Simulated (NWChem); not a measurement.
C2H7In; SMILES [CH3][InH][CH3]

def2 effective core potentials on In; no spin-orbit coupling.

Q: Give the equilibrium geometry at PBE0/def2-SVP with def2 effective core potentials on In (NWChem) as an XYZ file, with the point group.

A: point group Cs; any orientation.
```
10

In    -0.2281     0.0014    -0.0352
H     -1.9718     0.0006    -0.1176
C      0.8220    -1.8987    -0.0277
H      0.4767    -2.5155     0.8167
H      1.9105    -1.7680     0.0501
H      0.5966    -2.4527    -0.9526
C      0.8209     1.8998     0.0531
H      0.4816     2.4758     0.9282
H      0.5892     2.4972    -0.8428
H      1.9099     1.7655     0.1170
```
